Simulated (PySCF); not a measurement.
Molecule: SMILES F[C+]1CCC=C1OC(F)F, [C6H6F3O]+.

Bonds (- single, = double, # triple, : aromatic): F1-C2, C2-C3, C3-C4, C4-C5, C5=C6, C6-O7, O7-C8, C8-F9, C8-F10, C6-C2. C3 carries H11, H12; C4 carries H13, H14; C5 carries H15; C8 carries H16. Formal charges: C2 +1.

Total charge +1.

Frames of a GFN2-xTB Langevin trajectory at 400 K; GIAO PBE0/pcSseg-1 shieldings in PySCF, gas phase, non-relativistic; equivalent atoms averaged within each frame.

Shifts are taken against calculated references (same method and geometry level): 19F (σ = 170.95 ppm) vs CFCl3; TMS for 13C (σ = 186.93 ppm), 1H (σ = 31.72 ppm); H2O for 17O (σ = 336.08 ppm). The references are static minima.

Q: How do the shifts (ppm) fluctuate along the trajectory?

A: 
| time (fs) | F1 | F9/F10 | C2 | C5 | C6 | C8 | C4 | C3 | O7 | H15 |
| --- | --- | --- | --- | --- | --- | --- | --- | --- | --- | --- |
| optimised geometry | 54.6 | -104.7 | 232.9 | 221.1 | 155.5 | 122.1 | 40.1 | 43.2 | 175.1 | 10.61 |
| 250 | 66.8 | -105.6 | 237.2 | 224.2 | 159.0 | 116.8 | 44.9 | 40.6 | 165.0 | 11.04 |
| 425 | 65.9 | -83.7 | 237.0 | 206.8 | 154.4 | 125.7 | 43.5 | 46.1 | 181.4 | 9.99 |
| 625 | 57.9 | -91.9 | 239.0 | 218.8 | 160.9 | 126.8 | 39.0 | 42.4 | 184.0 | 10.20 |
| 800 | 35.1 | -81.4 | 224.5 | 234.9 | 161.8 | 126.5 | 49.6 | 50.5 | 178.9 | 10.83 |
| 1000 | 59.1 | -109.5 | 226.9 | 223.9 | 164.2 | 120.5 | 41.3 | 47.8 | 189.7 | 10.87 |
| mean of frames | 57.0 | -94.4 | 232.9 | 221.7 | 160.1 | 123.3 | 43.7 | 45.5 | 179.8 | 10.59 |
| standard deviation | 12.9 | 12.7 | 6.7 | 10.2 | 3.7 | 4.4 | 4.0 | 4.0 | 9.2 | 0.46 |

5 frames give an uncertainty of the mean of about the standard deviation over 2.2 at best, since frames this close in time may not be independent; classical motion lacks zero-point vibration, and the reference would need the same averaging.
